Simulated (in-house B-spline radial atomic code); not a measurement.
**Mg II (Mg+): [Ne] 5p1 (an excited or competing configuration)**

Computed with a radial B-spline atomic code at the basis-set limit: Dirac-Hartree-Fock, average of configuration, Fermi nucleus of rms radius 3.057 fm.

Effective charges: Z_r = [3n² - l(l+1)]/(2<r>) from the radius, Z_e = n√(-2ε) from the energy, and Slater's rules. Values are occupation-weighted means over j.

| shell | electrons | ε (eV) | <r> (bohr) | Z_r | Z_e | Slater |
| --- | --- | --- | --- | --- | --- | --- |
| 1s | 2 | -1354.1 | 0.1303 | 11.51 | 9.98 | 11.70 |
| 2s | 2 | -119.63 | 0.6888 | 8.71 | 5.93 | 7.85 |
| 2p | 6 | -79.069 | 0.6807 | 7.35 | 4.82 | 7.85 |
| 5p | 1 | -2.9295 | 13.49 | 2.71 | 2.32 | 2.00 |

The least bound orbital is 5p3/2 at -2.929 eV, and it is also the most diffuse (<r> = 13.49 bohr).

Spin-orbit splittings of the orbital energies (j = l + 1/2 above j = l - 1/2 when positive): 2p 0.3158 eV, 5p 0.001731 eV.

For the 1s electron the small component carries 0.179 % of the norm, the zero-frequency Breit interaction raises the level by 0.6784 eV, self-energy by 0.2773 eV, and vacuum polarisation lowers it by 0.01606 eV.

The density falls to 0.001 bohr⁻³ at 2.294 bohr; Σ<r²> = 209.74 bohr² gives, by the non-relativistic formula and without the paramagnetism of open shells, a Langevin diamagnetic susceptibility of -166.1×10⁻⁶ cm³/mol.
